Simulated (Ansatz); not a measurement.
## Worked example: CHBr2F + Ge(CH3)F2 → CHBr2 + Ge(CH3)F3

Gas-phase species: CHBr2F `FC(Br)Br`, singlet; Ge(CH3)F2, doublet; CHBr2 `Br[CH]Br`, doublet; Ge(CH3)F3, singlet. A radical takes F: the energy is the difference in strength between the C–F bond broken and the Ge–F bond made.

Shapes, held fixed at every level: PBE0-D4/def2-TZVP. Programs: Ansatz 0.2.0. The zero-point and thermal change to 298 K, harmonic and unscaled (PBE0-D4/def2-TZVP), is -4.5 kJ/mol.

At CCSD(T)/def2-TZVPP; 1 Eh = 2625.50 kJ/mol:

| species | energy (Eh) |
| --- | --- |
| CHBr2F | -5283.774106 |
| Ge(CH3)F2 | -2314.975859 |
| CHBr2 | -5183.979817 |
| Ge(CH3)F3 | -2414.814161 |

Work out ΔH(298 K) of the reaction at this level.


1. Products less reactants: (-5183.979817) + (-2414.814161) − [(-5283.774106) + (-2314.975859)] = -0.044013 Eh = -115.6 kJ/mol.
2. With the thermal change: -115.6 + (-4.5) = -120.1 kJ/mol.

Other levels give -142.1 (HF/def2-TZVPP) to -96.6 kJ/mol (B3LYP-D4/def2-TZVPP). No measured value is set beside it here. Open shells run unrestricted. Relativity is left out for Br, Ge. Outer-core shells of Br, Ge are correlated, in sets that cover them unevenly. CCSD(T)/def2-TZVPP lies outside the range of the other correlated levels here, so it shouldn't be taken on trust.
